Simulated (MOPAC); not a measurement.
MOPAC input (PM6):

```
PM6 1SCF GEO-OK AUX(PRECISION=9) THREADS=1
Br2Hg

Hg    0.00000000 1    0.00000000 1    0.00000000 1
Br    0.00000000 1    0.00000000 1    2.42485796 1
Br   -0.00000000 1   -0.00000000 1   -2.42485796 1
```

Output:

```
 *******************************************************************************
 **                                                                           **
 **                              MOPAC v23.2.5                                **
 **                                                                           **
 *******************************************************************************
 ** MOPAC's Digital Object Identifier: https://doi.org/10.5281/zenodo.6511958 **
 **                                                                           **
 ** Please cite the open-source release paper for use of this MOPAC version:  **
 ** J. E. Moussa and J. J. P. Stewart (2026)                                  **
 ** MOPAC: An open-source semiempirical molecular orbital program             **
 ** J. Open Source Softw., 11(119), 8025, https://doi.org/10.21105/joss.08025 **
 *******************************************************************************

                              PM6 CALCULATION RESULTS

 *******************************************************************************
 *  PM6        - The PM6 Hamiltonian to be used
 *  GEO-OK     - OVERRIDE INTERATOMIC DISTANCE AND OTHER SAFETY CHECKS
 *  1SCF       - DO 1 SCF AND THEN STOP
 *  AUX        - OUTPUT AUXILIARY INFORMATION
 *******************************************************************************
PM6 1SCF GEO-OK AUX(PRECISION=9) THREADS=1
 Br2Hg

   ATOM   CHEMICAL          X               Y               Z
  NUMBER   SYMBOL      (ANGSTROMS)     (ANGSTROMS)     (ANGSTROMS)

     1      Hg          0.00000000  *   0.00000000  *   0.00000000  *
     2      Br          0.00000000  *   0.00000000  *   2.42485796  *
     3      Br         -0.00000000  *  -0.00000000  *  -2.42485796  *

          CARTESIAN COORDINATES

    NO.       ATOM           X           Y           Z

     1        Hg          0.0000      0.0000      0.0000
     2        Br          0.0000      0.0000      2.4249
     3        Br         -0.0000     -0.0000     -2.4249

 General Reference for PM6:
 "Optimization of Parameters for Semiempirical Methods V: Modification of NDDO Approximations
 and Application to 70 Elements", J. J. P. Stewart, J. Mol. Mod., 13, 1173-1213 (2007)
 URL: https://link.springer.com/article/10.1007/s00894-007-0233-4

           Empirical Formula: Hg Br2  =     3 atoms

      MOLECULAR POINT GROUP   :   D*h

      RHF CALCULATION, NO. OF DOUBLY OCCUPIED LEVELS = 8

 ALL CONVERGERS ARE NOW FORCED ON
 SHIFT=10, PULAY ON, CAMP-KING ON
 AND ITERATION COUNTER RESET

 -------------------------------------------------------------------------------
 PM6 1SCF GEO-OK AUX(PRECISION=9) THREADS=1
 Br2Hg

     1SCF WAS SPECIFIED, SO BFGS WAS NOT USED
     SCF FIELD WAS ACHIEVED

                              PM6 CALCULATION
                                                       MOPAC v23.2.5 Linux

          FINAL HEAT OF FORMATION =        -15.76623 KCAL/MOL =     -65.96591 KJ/MOL

          COSMO AREA              =        118.08 SQUARE ANGSTROMS
          COSMO VOLUME            =         98.47 CUBIC ANGSTROMS

          IONIZATION POTENTIAL    =         10.592092 EV
          HOMO LUMO ENERGIES (EV) =        -10.592 -1.908
          NO. OF FILLED LEVELS    =          8
          MOLECULAR WEIGHT        =        360.3980         POINT GROUP:  D*h

          MOLECULAR DIMENSIONS (Angstroms)

            Atom       Atom       Distance
           Br     3   Br     2     4.84972
           Br     3   Br     2     0.00000
           Hg     1   Br     2     0.00000

          SCF CALCULATIONS        =          1

   ATOM   CHEMICAL          X               Y               Z
  NUMBER   SYMBOL      (ANGSTROMS)     (ANGSTROMS)     (ANGSTROMS)

     1      Hg          0.00000000  *   0.00000000  *   0.00000000  *
     2      Br          0.00000000  *   0.00000000  *   2.42485796  *
     3      Br         -0.00000000  *  -0.00000000  *  -2.42485796  *

                             CARTESIAN COORDINATES

   1   Hg        0.000000000     0.000000000     0.000000000
   2   Br        0.000000000     0.000000000     2.424857960
   3   Br       -0.000000000    -0.000000000    -2.424857960

           Empirical Formula: Hg Br2  =     3 atoms

      MOLECULAR POINT GROUP   :   D*h

                  EIGENVALUES
 -29.33223 -27.53325 -12.96848 -11.58253 -11.58253 -11.20380 -10.59209 -10.59209
  -1.90820   1.51919   1.51919   1.54688 113.73994 114.22821 114.22821 114.60167
 114.60167 114.61395 114.61395 114.66014 114.66014 114.85034

              NET ATOMIC CHARGES AND DIPOLE CONTRIBUTIONS

  ATOM NO.   TYPE          CHARGE      No. of ELECS.   s-Pop       p-Pop       d-Pop
    1         Hg           0.522409        1.4776     0.71829     0.75930
    2         Br          -0.261205        7.2612     1.93179     5.32842     0.00099
    3         Br          -0.261205        7.2612     1.93179     5.32842     0.00099
 DIPOLE           X         Y         Z       TOTAL
 POINT-CHG.     0.000     0.000    -0.000     0.000
 HYBRID        -0.000    -0.000     0.000     0.000
 SUM           -0.000    -0.000    -0.000     0.000

          ATOMIC ORBITAL ELECTRON POPULATIONS

     Atom    s        px        py        pz      x^2-y^2     xz        z^2       yz        xy
    1 Hg   0.71829   0.18768   0.18768   0.38394
    2 Br   1.93179   1.90587   1.90587   1.51668   0.00000   0.00029   0.00042   0.00029   0.00000
    3 Br   1.93179   1.90587   1.90587   1.51668   0.00000   0.00029   0.00042   0.00029   0.00000

 **********************
 *                    *
 * JOB ENDED NORMALLY *
 *                    *
 **********************

 == MOPAC DONE ==
```

The geometry given is a B3LYP-D3(BJ)/def2-TZVP minimum.
